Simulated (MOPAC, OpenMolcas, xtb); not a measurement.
## CH4F2Si (SMILES C[SiH](F)F): methods side by side

CH4F2Si has 8 atoms, charge 0, and is taken as a singlet. SMILES: `C[SiH](F)F`. The shape is that of a PBE0-D4/def2-TZVP optimisation.

```tsv
atom	x (Å)	y (Å)	z (Å)
C	-0.3871	0.8817	-0.1747
Si	0.3293	-0.7752	0.1806
F	1.9163	-0.6783	0.2267
F	-0.0354	-1.7839	-0.9940
H	-0.0134	1.2690	-1.1254
H	-0.1227	1.5910	0.6133
H	-1.4768	0.8244	-0.2314
H	-0.1181	-1.3857	1.4490
```

Each level gives the HOMO–LUMO gap (eV). The values are calculated.

```
         level            kind     program  value (eV)   CPU time
           PM7  semi-empirical       MOPAC       12.82  under 2 s
      GFN0-xTB  semi-empirical         xtb        6.49  under 2 s
    HF/cc-pVDZ    Hartree–Fock  OpenMolcas       17.74      9.8 s
 SVWN5/cc-pVDZ             LDA  OpenMolcas        8.20       30 s
  BLYP/cc-pVDZ             GGA  OpenMolcas        8.41       40 s
  TPSS/cc-pVDZ        meta-GGA  OpenMolcas        8.77       53 s
  PBE0/cc-pVDZ   global hybrid  OpenMolcas       10.84       36 s
B2PLYP/cc-pVDZ   double hybrid  OpenMolcas       13.52       26 s
```

The values span 6.49 to 17.74 eV. Orbital gaps aren't excitation energies, and those of double hybrids come from the SCF part alone; they tend to grow with the share of exact exchange. Times are those of the runs behind each value, whatever else they computed, on shared processors of several kinds: orders of magnitude only.
